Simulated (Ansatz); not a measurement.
C7H14O2, SMILES `COC(=O)CC(C)(C)C` from Hartree–Fock to CCSD(T)

```xyz
23

C     2.256   -1.590   -2.105
O     0.955   -1.135   -1.751
C     0.622   -1.304   -0.462
O     1.358   -1.818    0.339
C    -0.746   -0.761   -0.169
C    -0.725    0.576    0.604
C    -0.189    0.373    2.018
C     0.137    1.597   -0.134
C    -2.162    1.084    0.676
H     3.018   -1.053   -1.539
H     2.362   -1.390   -3.169
H     2.358   -2.657   -1.904
H    -1.283   -0.625   -1.109
H    -1.275   -1.507    0.430
H    -0.817   -0.326    2.576
H     0.826   -0.026    2.010
H    -0.183    1.325    2.557
H    -0.199    1.731   -1.166
H     1.187    1.292   -0.158
H     0.087    2.567    0.367
H    -2.812    0.358    1.173
H    -2.566    1.272   -0.323
H    -2.210    2.018    1.241
```

Total charge 0; spin multiplicity 1. The structure was optimised at the PBE0-D4/def2-TZVP level. It is one conformer, not always the lowest. Frozen core, restricted reference, Ansatz 0.2.0.

```json
{"basis": "def2-SVP", "HF (Eh)": "-422.66021", "MP2 corr.": "-1.35803", "CCSD corr.": "-1.44535", "(T)": "?", "CCSD(T) total": "?"}
{"basis": "def2-TZVPP", "HF (Eh)": "?", "MP2 corr.": "?", "CCSD corr.": "–", "(T)": "–", "CCSD(T) total": "–"}
{"basis": "def2-QZVPP", "HF (Eh)": "-423.15808", "MP2 corr.": "?", "CCSD corr.": "–", "(T)": "–", "CCSD(T) total": "–"}
```

(1) Fill in the withheld values. (Estimate.)

Results:

(1) Computed: def2-SVP (T): -0.04562; def2-SVP CCSD(T) total: -424.15118; def2-TZVPP HF (Eh): -423.13876; def2-TZVPP MP2 corr.: -1.67494; def2-QZVPP MP2 corr.: -1.78749.
